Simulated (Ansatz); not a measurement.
Calculation: frozen-core CCSD(T)/cc-pVTZ // PBE-D3(BJ)/def2-TZVP run with Ansatz (a first-principles code).

Ansatz 0.2 input:
```yaml
crystal:
  periodic: [false, false, false]
  atoms:
    - { symbol: N, position_ang: [-1.191762, -0.333561, 0.000005] }
    - { symbol: C, position_ang: [0.014453, -0.079844, 0.0] }
    - { symbol: O, position_ang: [1.177309, 0.164744, -0.000004] }
basis:
  gaussian: { orbitals: cc-pVTZ }
correlation:
  method: ccsd_t
magnetization:
  spin_polarized: true
  initial_magnetization: 1
```

Output:

```
Functional definition: HF
550 factors; integrals over basis functions are off by at most 1.0e-3 eV
mean field evaluation 1: about -4547.5013 eV, gradient 2.0e1 eV
mean field evaluation 2: about -4547.5051 eV, gradient 2.0e1 eV
mean field evaluation 4: about -4549.3019 eV, gradient 3.0e0 eV
mean field evaluation 8: about -4549.4150 eV, gradient 3.5e-1 eV
mean field evaluation 16: about -4549.4252 eV, gradient 5.8e-6 eV
mean field evaluation 32: about -4549.4252 eV, gradient 1.6e-3 eV
mean field evaluation 64: about -4549.4252 eV, gradient 9.8e-6 eV
mean field evaluation 96: about -4549.4252 eV, gradient 1.1e-2 eV
mean field evaluation 128: about -4549.3751 eV, gradient 1.5e0 eV
mean field -4549.42516673 eV, -167.1882911664 hartree, gradient 5.8e-6 eV, S^2 0.854651; 6 other end points of the search recorded, 0 dependent functions left out
determinant -4549.42516673 eV, -167.1882911664 hartree, with singles and doubles -4564.04514124 eV, -167.7255653197 hartree
determinant -4546.39836839 eV, -167.0770583788 hartree, with singles and doubles -4561.06239272 eV, -167.6159513333 hartree
3 core orbitals not correlated
reference -4549.42516673 eV, -167.1882911664 hartree; 8, 7 occupied and 79, 80 virtual orbitals, 550 factors
second order -14.19296251 eV of doubles, -0.00000000 eV of singles
cycle   1  -14.52570372 eV  change    -1.4e0 eV  update   2.1e-2
cycle   2  -14.57551269 eV  change   -5.0e-2 eV  update   4.8e-3
cycle   3  -14.57132179 eV  change    4.2e-3 eV  update   2.2e-3
cycle   4  -14.57500402 eV  change   -3.7e-3 eV  update   9.4e-4
cycle   5  -14.57585192 eV  change   -8.5e-4 eV  update   4.9e-4
cycle   6  -14.57638923 eV  change   -5.4e-4 eV  update   2.0e-4
cycle   7  -14.57650910 eV  change   -1.2e-4 eV  update   9.8e-5
cycle   8  -14.57653622 eV  change   -2.7e-5 eV  update   5.3e-5
cycle   9  -14.57648487 eV  change    5.1e-5 eV  update   2.7e-5
cycle  10  -14.57646877 eV  change    1.6e-5 eV  update   1.1e-5
perturbative correction -0.73079856 eV, -0.0268563519 hartree
Total energy: -4564.73243407 eV, -167.7508228651 hartree
```

Cost: around 12 core-seconds (rough).
